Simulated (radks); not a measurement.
Values are calculated unless marked as measured or tabulated.
All-electron atom: Zn4+ in [Ar] 3d8 (the NIST ground configuration). Level of theory: Dirac Kohn-Sham, BLYP, spin-unpolarised, spherical densities, finite nucleus; open shells fill j = l - 1/2 first; Fermi nuclear charge, rms radius 3.9283 fm (a radial shooting solver on a logarithmic mesh with Libxc functionals).

Spin-orbit splittings of the eigenvalues, e(l+1/2) - e(l-1/2), with zeta = 2 splitting/(2l+1) and mean radii in bohr:

shell  occ.  splitting (eV)  zeta (eV)  <r> j=l-1/2  <r> j=l+1/2
2p        6           23.89      15.92       0.1959       0.1993
3p        6               ?          ?       0.6905       0.7002
3d        8          0.4298     0.1719       0.7723       0.7763

Estimate the 3p splitting.

Answer. 3.198 eV (zeta = 2.132 eV).
